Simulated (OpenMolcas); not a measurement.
## F2+: effect of the active space

```json
{
 "Program": "OpenMolcas",
 "Method": "SS-CASPT2 or its RAS form, IPEA 0.25 Eh, imaginary shift 0.1 Eh",
 "Basis": "ANO-RCC-VTZP",
 "Scalar Hamiltonian": "DKH2, point nucleus",
 "Spin-orbit coupling": "state interaction with AMFI integrals over the reference wave functions, term energies averaged over their components"
}
```

A. 3 electrons in 3 orbitals (2p); 2S+1 = 4 odd, 1 root; 2S+1 = 2 odd, 8 roots; closed shells correlated: 1s 2s; CASPT2 step of the order of 0.5 core-seconds
B. 5 electrons in 4 orbitals (2s 2p); 2S+1 = 4 odd, 1 root; 2S+1 = 2 odd, 8 roots; 2S+1 = 4 even, 3 roots; 2S+1 = 2 even, 9 roots; closed shells correlated: 1s; CASPT2 step roughly 1.2 core-seconds
C. 5 electrons in 8 orbitals (2s 2p 3s 3p); 2S+1 = 4 odd, 1 root; 2S+1 = 2 odd, 8 roots; 2S+1 = 4 even, 3 roots; 2S+1 = 2 even, 9 roots; closed shells correlated: 1s; CASPT2 step of the order of 5 core-seconds
D. 5 electrons in 9 orbitals (RAS2 2s 2p; RAS3 3d, at most 2 electrons); 2S+1 = 4 odd, 1 root; 2S+1 = 2 odd, 8 roots; 2S+1 = 4 even, 3 roots; 2S+1 = 2 even, 9 roots; closed shells correlated: 1s; CASPT2 step of the order of 8 core-seconds

Energies in cm⁻¹ above 2s² 2p³ ⁴S°_3/2.

```csv
Level,A,B,C,D
2s² 2p³ ⁴S°_3/2,0.0,0.0,0.0,0.0
2s² 2p³ ²D°_3/2,34870,34960,35120,34870
2s² 2p³ ²D°_5/2,34880,34970,35140,34880
2s² 2p³ ²P°_1/2,55030,52240,52380,52670
2s² 2p³ ²P°_3/2,55040,52230,52400,52670
```

Among A to D the level of the table that moves most is 2s² 2p³ ²P°_3/2, by 2800 cm-1 (lowest in B, highest in A). Moves below CASPT2's spread within the term are not significant.

Term energies are means over components that CASPT2 splits; among the terms shown or strongly mixed into the levels shown the widest spread is 140 cm-1 (2s² 2p³ ²D°, A). With the s shell closed, the reference lacks s² → p² mixing (holds for A). Active for correlation alone: 3p 3s; no level in the range computed is led by a configuration that fills them, so any true level of that kind is missing (holds for C). Active for correlation alone: 3d; no level in the range computed is led by a configuration that fills it, so any true level of that kind is missing (holds for D). Only configurations of the active space appear. The table leaves out levels that lie high or whose names do not pair safely across all columns.

° marks odd parity.
